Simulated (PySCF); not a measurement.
Can point charges reproduce the dipole moment of `[O]=[Cr](=[O])([Cl])[Cl]` (CrO2Cl2)?

Coordinates (PBE0-D3(BJ)/def2-SVP, Å) and charges (e) from the PBE0/pcSseg-1 (pcSseg-2 on Cr) density (PySCF):

```csv
atom,x,y,z,Mulliken,IAO,Hirshfeld,ESP-fitted
Cr1,0.093,-0.001,0.076,+0.8402,+1.3158,+0.4665,+0.3459
O2,0.079,-0.037,1.601,-0.2303,-0.3475,-0.1716,-0.1173
O3,1.540,0.008,-0.402,-0.2268,-0.3430,-0.1698,-0.1172
Cl4,-0.858,1.762,-0.596,-0.1918,-0.3131,-0.0628,-0.0563
Cl5,-0.853,-1.732,-0.678,-0.1912,-0.3121,-0.0624,-0.0551
```

Problem. What dipole does each set of charges give (1 e·Å = 4.803 D), and what does the density give?

Solution. The full density gives (-0.31, 0.00, -0.22) D, 0.38 D in size; dipole vectors point from the negative to the positive end.

| scheme | μx | μy | μz | size (D) | share of the full size (%) | angle to the full dipole (°) |
| --- | --- | --- | --- | --- | --- | --- |
| Mulliken | 0.18 | -0.01 | 0.14 | 0.23 | 61 | 177 |
| IAO | 0.49 | -0.01 | 0.38 | 0.62 | 161 | 177 |
| Hirshfeld | -0.60 | 0.01 | -0.44 | 0.74 | 193 | 1 |
| ESP-fitted | -0.30 | 0.00 | -0.21 | 0.37 | 95 | 1 |

Problem. Which set comes closest?

Solution. Length of the difference vector: ESP-fitted 0.02 D, Hirshfeld 0.36 D, Mulliken 0.62 D, IAO 1.00 D. Closest: ESP-fitted. 

Problem. What is left for the Hirshfeld atoms' own dipoles?

Solution. The shares of the density sum to the whole, so what Σ q r misses lies in dipoles about the nuclei. The atomic dipoles sum to (-0.31, 0.00, -0.22) − (-0.60, 0.01, -0.44) = (0.29, -0.01, 0.22) D, 0.36 D in size.

Problem. With the origin at the mean of the coordinates, (0.000, 0.000, 0.000) Å, which are the largest single terms, by size, of the Mulliken dipole along the direction of the full one?

Solution. O3 +1.11, O2 +1.10, Cl5 -0.98, Cl4 -0.98, Cr1 -0.48 D; all 5 atoms together -0.23 D. The single terms depend on the origin, their sum doesn't.

Problem. Give the size of the full dipole in other units.

Solution. 0.38 D = 0.151 au = 0.080 e·Å = 1.28 × 10⁻³⁰ C·m.

Geometry: PBE0-D3(BJ)/def2-SVP; no solvent, vibrations or thermal averaging.
